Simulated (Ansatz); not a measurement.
Which isomer of CH3AlBr gives these data?

These gas-phase data were calculated for one isomer of CH3AlBr at r2SCAN-D4/def2-SVP (harmonic, unscaled wavenumbers; equilibrium rotational constants with average atomic masses):

| Item | Value |
| --- | --- |
| rotational constants | 21.08, 2.279, 2.084 GHz |
| all wavenumbers above 1500 cm⁻¹ | 3152, 3122, 3020 |
| dipole moment | 2.09 D (PBE0/def2-TZVPD) |

Candidates:

(1) `[CH2][AlH][Br]`, a doublet
(2) `[CH3][Al][Br]`, a doublet

Task: Assign the data to one candidate and say why.

Result: Candidate (2). No mode falls between 1700 and 2050 cm⁻¹, where the Al–H stretch of (1) would stand.

The same quantities for all candidates:

```
     rotational constants (GHz)  wavenumbers above 1500 cm⁻¹  dipole (D)  E above the lowest, r2SCAN-D4/def2-SVP (kcal/mol)
(1)         19.98, 2.374, 2.122             3208, 3110, 1972        1.91                                               17.9
(2)         21.08, 2.279, 2.084             3152, 3122, 3020        2.09                                                0.0
```

Harmonic stretches to hydrogen usually lie a few per cent above observed fundamentals. Each candidate is one conformer. Open shells are spin-unrestricted. Programs: Ansatz 0.2.0.
